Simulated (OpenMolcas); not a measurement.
A calculation on F⁺.

| Quantity | Value |
| --- | --- |
| Program | OpenMolcas |
| Method | SS-RASPT2, IPEA 0.25 Eh, imaginary shift 0.1 Eh (closed shells correlated: 1s 2s) |
| Basis | ANO-RCC-VQZP [5s4p3d2f1g] |
| Scalar Hamiltonian | DKH2, point nucleus |
| Active space | 4 electrons in 9 orbitals (RAS2 2p; RAS3 3s 3d, at most 1 electron) |
| State averaging | 2S+1 = 3 even, 3 roots; 2S+1 = 1 even, 6 roots; 2S+1 = 5 odd, 1 root; 2S+1 = 3 odd, 9 roots; 2S+1 = 1 odd, 8 roots |
| Spin-orbit coupling | state interaction with AMFI integrals over the reference wave functions, term energies averaged over their components |

Which level of the active space comes out lowest?

2s² 2p⁴ ³P₂, with 100 % of that term; it is also the measured ground level.

How high does 2s² 2p³ 3s ³P°₀ lie?

239580 cm⁻¹ above the lowest level; measured 229554 cm⁻¹ above the ground level, so the calculation is off by +4 %.

How high does 2s² 2p³ 3s ³S°₁ lie?

195940 cm⁻¹ above the lowest level; measured 182864 cm⁻¹ above the ground level, so the calculation is off by +7 %.

How high does 2s² 2p⁴ ¹S₀ lie?

49710 cm⁻¹ above the lowest level; measured 44918 cm⁻¹ above the ground level, so the calculation is off by +11 %.

Measured values: NIST Handbook of Basic Atomic Spectroscopic Data.

CASPT2 does not keep the components of a term degenerate, so their means are used; among the terms shown or strongly mixed into the levels shown the widest spread is 27 cm-1 (2s² 2p³ 3s ³P°). ANO sets are built for valence states and can reach diffuse excited orbitals poorly. With the s shell closed, the reference lacks s² → p² mixing. Computed and measured levels are paired by configuration, term and J; levels that our copy of the source lacks, or whose pairing is in doubt (as where it misses far off the trend of its configuration), stay unpaired and out of the deviations. Levels of configurations outside the active space are missing.

° marks odd parity.
